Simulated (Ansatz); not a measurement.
Consider the redistribution: `CNB(N)O` + `CB(N)O[SiH3]` → `NB(O)O[SiH3]` + `CNB(C)N`.

Gas-phase electronic energies from Ansatz, PBE0-D4/def2-TZVP geometries. CCSD(T)/CBS adds triple-zeta CCSD(T) − MP2 to the extrapolated MP2 energy (def2 sets, frozen cores). Functionals use def2-TZVPP. Each species was taken in one conformer, which may not be the lowest.

`CNB(N)O`:

Cartesian coordinates in Å:
```
C 1.658 0.203 -0.308
N 0.538 0.560 0.518
B -0.791 0.094 0.381
N -1.166 -0.809 -0.652
O -1.703 0.569 1.309
H 2.431 0.975 -0.267
H 1.354 0.125 -1.357
H 2.127 -0.749 -0.025
H 0.754 1.103 1.335
H -0.511 -1.183 -1.314
H -2.116 -1.067 -0.844
H -2.574 0.180 1.225
```

`CB(N)O[SiH3]`:

Z-matrix (Å, degrees):
```
C
B 1 1.577
H 1 1.095 2 110.8
H 1 1.095 2 110.8 3 117.7
H 1 1.092 2 113.5 3 -121.2
N 2 1.401 1 122.1 3 121.0
O 2 1.382 1 121.2 3 -59.0
H 6 1.003 2 123.2 1 0.0
H 6 1.005 2 122.2 1 -179.9
Si 7 1.638 2 132.9 1 0.0
H 10 1.488 7 111.1 2 -60.4
H 10 1.488 7 111.1 2 60.5
H 10 1.483 7 107.5 2 -179.9
```

`NB(O)O[SiH3]`:

Cartesian coordinates in Å:
```
N 0.092 0.044 2.080
B 0.203 -0.209 0.698
O 0.956 -1.230 0.163
O -0.471 0.600 -0.179
Si -0.538 0.557 -1.823
H -0.471 0.803 2.420
H 0.544 -0.488 2.799
H 1.413 -1.775 0.803
H -1.419 1.677 -2.237
H 0.808 0.745 -2.421
H -1.116 -0.724 -2.304
```

`CNB(C)N`:

Cartesian coordinates in Å:
```
C -0.104 -1.631 -1.039
N -0.733 -0.749 -0.092
B -0.210 0.460 0.428
C 1.213 0.993 -0.012
N -0.975 1.208 1.359
H -0.688 -1.734 -1.962
H 0.052 -2.636 -0.630
H 0.873 -1.236 -1.315
H -1.642 -1.059 0.209
H 1.265 1.164 -1.092
H 2.005 0.275 0.228
H 1.472 1.935 0.477
H -1.886 0.942 1.691
H -0.642 2.069 1.751
```

| level | ΔE (kJ/mol) |
| --- | --- |
| PBE-D4 | -6.6 |
| ωB97X-V | -6.8 |
| B2PLYP | -7.4 |
| MP2/def2-TZVPP | -7.7 |

(1) What does CCSD(T)/CBS give? (An estimate is asked.)

Largest T1 diagnostic among the species: 0.011.

Answers

(1) Ansatz gave: -7.5 kJ/mol. The listed levels differ from it by 0.9, 0.7, 0.1, -0.2 kJ/mol.
